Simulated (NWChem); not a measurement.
System: ScN2H4F; SMILES [NH2][Sc]([NH2])[F]

```xyz
8

Sc     0.0000     0.0000     0.0540
F      0.0000     0.0000     1.8927
N     -1.7028     0.0000    -0.9406
H     -1.8095     0.0000    -1.9540
H     -2.6416     0.0000    -0.5456
N      1.7028     0.0000    -0.9406
H      1.8095     0.0000    -1.9540
H      2.6416     0.0000    -0.5456
```
Atoms are numbered in this order, from 1.

Coordinates come from a PBE0/def2-SVP optimisation.

Symmetry labels are those of C2v in the frame above (b1 and b2, or b-type labels, depend on it).

Problem. List the 4 lowest vertical singlet excitations from Hartree-Fock/def2-SVP, TDHF (NWChem).

Solution. 
```csv
state,energy (eV),oscillator strength,symmetry,leading excitation (squared amplitude)
S1,5.97,0.000,a2,HOMO−1 → LUMO (0.71)
S2,6.11,0.127,b2,HOMO → LUMO (0.75)
S3,7.68,0.006,b2,HOMO → LUMO+1 (0.58)
S4,7.68,0.000,a2,HOMO−1 → LUMO+1 (0.53)
```
